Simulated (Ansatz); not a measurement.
Consider the formal exchange of groups at a Ge–C bond: `F[CH](F)[GeH3]` + `[Cl][SnH2][Br]` → `[Cl][SnH2][GeH3]` + `FC(F)Br`.

Calculated with Ansatz (gas phase, PBE0-D4/def2-TZVP geometries, no zero-point term in ΔE). CCSD(T)/CBS is the MP2 limit (def2-TZVPP, def2-QZVPP) plus CCSD(T) − MP2 in def2-TZVPP, frozen cores. DFT in def2-TZVPP. HSE06 is defined as in plane-wave codes. Elements past krypton have def2 core potentials. For Br, Ge, Sn outer-core shells are correlated without core-valence functions, which leaves a few kJ/mol of doubt a bond. Scalar relativity is left out up to krypton.

(1) Is it downhill or uphill in electronic energy at CCSD(T)/CBS, and by how much? (Best estimate.)

(2) What do these levels give: ωB97X-V, HSE06, BHLYP, HF/def2-SVP, MP2/def2-SVP, CCSD/def2-TZVPP? (An estimate is asked.)

Largest T1 diagnostic among the species: 0.012.

## Answers

(1) The calculation gave: Uphill: ΔE = +0.76 eV.

(2) The calculation gave: ωB97X-V 0.75, HSE06 0.66, BHLYP 0.80, HF/def2-SVP 0.95, MP2/def2-SVP 0.80, CCSD/def2-TZVPP 0.74 eV.

In def2-TZVPP, CCSD(T) changes the Hartree–Fock value by −0.21 eV (the triples alone add −0.03 eV) and MP2 by −0.22 eV. Leaving LDA and LC-ωPBE aside and taking each functional with its dispersion term where it has one, the values, not all of them listed here, spread over 0.18 eV, from PBE-D4 to BHLYP-D4. LDA lies −0.08 eV from PBE without D4. From BLYP to BHLYP (50 % exact exchange), in def2-TZVPP and without D4, ΔE moves by +0.12 eV.
